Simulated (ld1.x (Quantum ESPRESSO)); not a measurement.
Varying the PAW potential for B (Z = 5)

Base potential:

B (Z = 5), PAW, made with ld1.x (Quantum ESPRESSO) 7.5 (PBE, scalar-relativistic). Core [He], reference 2s2 2p0 (charge +1). Waves: 2s (bound): rcut 0.80, rcutus 1.15 bohr; 2s channel at 0.7 Ry: rcut 0.80, rcutus 1.15 bohr; 2p (bound, empty): rcut 1.60, rcutus 2.20 bohr; 2p channel at -0.35 Ry: rcut 1.60, rcutus 2.20 bohr; 3d channel at 0.4 Ry: rcut 1.55, rcutus 1.90 bohr; 3d channel at 3 Ry: rcut 1.55, rcutus 1.90 bohr. Local part: all-electron potential smoothed inside 2.20 bohr (lloc = -1). Core correction: Bessel-smoothed model core inside 1.05 bohr. Augmentation charge: PSQ, inside the norm-conserving radii.

All-electron outer shells of the reference configuration (PBE, scalar-relativistic, ld1.x):

| shell | level (eV) | outermost node (bohr) | outermost maximum (bohr) |
| --- | --- | --- | --- |
| 2s | -19.51 | 0.46 | 1.44 |
| 2p | -13.36 | – | 1.41 |

Cutoffs, loose and tight: the cutoffs (Ry, on a coarse ladder) from which the occupation-weighted sum of valence levels, in a spherical-Bessel basis at the reference potential, stays within 10 and 1 mRy of its value at 400 Ry. They do not see the model core or the augmentation charge, which bear on the density cutoff. Test errors are all-electron minus pseudo excitation energies from the reference, over the configurations 2s2 2p1; 2s1 2p0; 2s2 2p0.5; 2s2 2p1.3; 2s1 2p1; 2s0 2p3; 2s1 2p2. A dash means not determined; rows that change the core or the reference have their own tests.

```tsv
change	outcome	cutoff, loose	cutoff, tight	bound ghosts	largest test error (meV)
base	generated	21 Ry	30 Ry	none	-1.7
wave 2s channel at 0.7 Ry: rcut 0.80, rcutus 1.15 bohr becomes 2s channel at -1.28 Ry: rcut 0.80, rcutus 1.15 bohr	generated	21 Ry	30 Ry	none	+1.3
wave 2s channel at 0.7 Ry: rcut 0.80, rcutus 1.15 bohr becomes 2s channel at -1.14 Ry: rcut 0.80, rcutus 1.15 bohr	generated	21 Ry	30 Ry	none	-1.4
wave 2s channel at 0.7 Ry: rcut 0.80, rcutus 1.15 bohr becomes 2s channel at -0.8 Ry: rcut 0.80, rcutus 1.15 bohr	generated	21 Ry	30 Ry	none	-1.5
wave 2s channel at 0.7 Ry: rcut 0.80, rcutus 1.15 bohr becomes 2s channel at -0.15 Ry: rcut 0.80, rcutus 1.15 bohr	generated	21 Ry	30 Ry	none	-1.6
wave 2s channel at 0.7 Ry: rcut 0.80, rcutus 1.15 bohr becomes 2s channel at 1.21 Ry: rcut 0.80, rcutus 1.15 bohr	generated	21 Ry	30 Ry	none	-1.7
wave 2s channel at 0.7 Ry: rcut 0.80, rcutus 1.15 bohr becomes 2s channel at 3.9 Ry: rcut 0.80, rcutus 1.15 bohr	generated	21 Ry	30 Ry	none	-1.9
```
